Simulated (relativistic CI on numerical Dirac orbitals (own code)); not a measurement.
# Rh5+: resonant inelastic scattering at the L2,3 edge

Computed with this model: Dirac-Coulomb-Breit CI, orbitals from a KLI potential per configuration, model QED, valence Slater integrals scaled by 0.7, Kramers-Heisenberg scattering through one core-hole configuration in a parametric crystal field; configurations [Kr] 4d4 → [He] 2s2 2p5 3s2 3p6 3d10 4s2 4p6 4d5; 80 K; core-hole width 0.96 eV; summed over polarisations. Incident energies are the highest absorption maxima for each field (at most a few, so the weaker spin-orbit partner edge can be absent), on the computed scale of the free ion. Intensities are in per cent of the strongest line above 0.02 eV; levels within 1 cm⁻¹ are merged; final levels count from the ground level, the first row holds all elastic scattering, lines under 0.4 are left out and each table stops after 24 rows. The scale of the Slater integrals is a model choice and moves the terms in proportion.

Field parameters in Wybourne normalisation: D3d B²₀ = −7Dσ, B⁴₀ = −14Dq − 21Dτ, B⁴₃ = −14√(10/7) Dq; D4h B²₀ = −7Ds, B⁴₀ = 21(Dq − Dt), B⁴₄ = 21√(5/14) Dq. The field is a parameter set, without covalency, and values of 10Dq over about 45,000 cm⁻¹ lie beyond real compounds.

S is read from ⟨S²⟩ = S(S + 1).

D3d, 10Dq = 23700, Dσ = 160, Dτ = 210 cm⁻¹:

| Final level (eV) | Degeneracy | Irrep | S | 3011.7 eV | 3014 eV | 3015.6 eV |
| --- | --- | --- | --- | --- | --- | --- |
| 0.000 | 1 | A1 | 1.06 | 406.9 | 1186.2 | 413.7 |
| 0.120 | 2 | E | 1.07 | 11.7 | 35.0 | 7.1 |
| 0.280 | 1 | A2 | 1.10 | 4.6 | 15.9 | 2.1 |
| 0.372 | 1 | A1 | 1.04 | 11.7 | 16.2 | 4.4 |
| 0.418 | 2 | E | 1.07 | 14.5 | 37.8 | 53.0 |
| 0.480 | 2 | E | 1.03 | 2.6 | 12.5 | 13.0 |
| 1.155 | 1 | A2 | 1.99 | 0.1 | 0.4 | 0.0 |
| 1.169 | 2 | E | 1.94 | 1.7 | 12.6 | 8.5 |
| 1.171 | 1 | A1 | 1.97 | 1.4 | 10.3 | 4.0 |
| 1.186 | 2 | E | 1.92 | 0.4 | 8.7 | 2.5 |
| 1.204 | 2 | E | 1.93 | 1.1 | 44.0 | 3.3 |
| 1.210 | 1 | A2 | 1.93 | 0.1 | 6.3 | 0.0 |
| 1.214 | 1 | A1 | 1.93 | 3.0 | 34.5 | 3.8 |
| 1.314 | 2 | E | 0.30 | 10.4 | 2.3 | 6.0 |
| 1.546 | 1 | A1 | 0.13 | 6.9 | 2.0 | 7.2 |
| 1.613 | 2 | E | 0.11 | 10.9 | 6.6 | 4.4 |
| 2.680 | 1 | A1 | 0.39 | 15.1 | 15.0 | 10.1 |
| 2.974 | 1 | A2 | 1.05 | 2.9 | 30.6 | 1.4 |
| 2.981 | 1 | A2 | 1.02 | 5.8 | 24.8 | 5.4 |
| 2.983 | 2 | E | 1.01 | 18.4 | 100.0 | 22.1 |
| 3.000 | 1 | A1 | 0.93 | 0.4 | 17.8 | 7.8 |
| 3.055 | 2 | E | 1.04 | 1.3 | 38.1 | 7.3 |
| 3.070 | 2 | E | 1.00 | 0.5 | 6.0 | 8.6 |
| 3.092 | 1 | A1 | 0.98 | 0.3 | 4.6 | 4.1 |

D4h, 10Dq = 66250, Ds = 2860, Dt = 1000 cm⁻¹:

| Final level (eV) | Degeneracy | Irrep | S | 3010 eV | 3015.3 eV | 3017.1 eV |
| --- | --- | --- | --- | --- | --- | --- |
| 0.000 | 1 | A1 | 0.99 | 507.8 | 294.5 | 497.6 |
| 0.079 | 1 | A2 | 1.00 | 100.0 | 0.3 | 2.0 |
| 0.155 | 2 | E | 1.00 | 13.8 | 1.2 | 6.2 |
| 0.275 | 1 | B2 | 0.99 | 18.6 | 0.2 | 6.9 |
| 0.276 | 1 | B1 | 1.00 | 14.2 | 2.9 | 3.2 |
| 0.623 | 2 | E | 0.98 | 16.5 | 7.3 | 2.9 |
| 0.631 | 1 | A1 | 0.98 | 4.1 | 6.7 | 14.3 |
| 1.244 | 1 | A1 | 0.09 | 24.1 | 1.4 | 5.0 |
| 1.383 | 2 | E | 0.08 | 20.5 | 0.2 | 0.4 |
| 1.786 | 1 | B2 | 0.03 | 3.1 | 0.2 | 0.9 |
| 1.887 | 1 | B1 | 0.02 | 4.6 | 0.3 | 0.2 |
| 3.236 | 1 | A1 | 0.03 | 15.6 | 0.5 | 0.3 |
| 4.486 | 1 | B1 | 2.00 | 0.1 | 6.2 | 0.2 |
| 4.487 | 2 | E | 1.99 | 0.1 | 9.4 | 2.1 |
| 4.491 | 2 | A1+A2 | 1.99 | 0.6 | 42.9 | 9.2 |
| 6.490 | 2 | E | 1.00 | 2.3 | 37.6 | 42.8 |
| 6.513 | 1 | A1 | 1.95 | 0.1 | 3.0 | 12.5 |
| 6.515 | 2 | E | 1.96 | 0.1 | 1.8 | 8.0 |
| 6.515 | 1 | B2 | 1.01 | 0.1 | 0.1 | 1.7 |
| 6.519 | 2 | B1+B2 | 1.99 | 0.2 | 2.8 | 37.8 |
| 6.684 | 1 | A1 | 1.07 | 0.1 | 10.0 | 6.3 |
| 6.691 | 2 | E | 1.05 | 0.7 | 45.0 | 5.1 |
| 6.797 | 1 | A2 | 1.00 | 0.0 | 1.2 | 3.4 |
| 6.811 | 2 | E | 1.00 | 0.4 | 27.0 | 10.1 |

For the first field the strongest loss at the lowest incident energy is the level at 2.98 eV (S = 1.01, against 1.06 in the thermal ground state). Levels of other spin, the first over 8 % at 1.17 eV, appear because spin-orbit coupling of the core hole, and in heavier ions of the valence shell too, mixes spins.
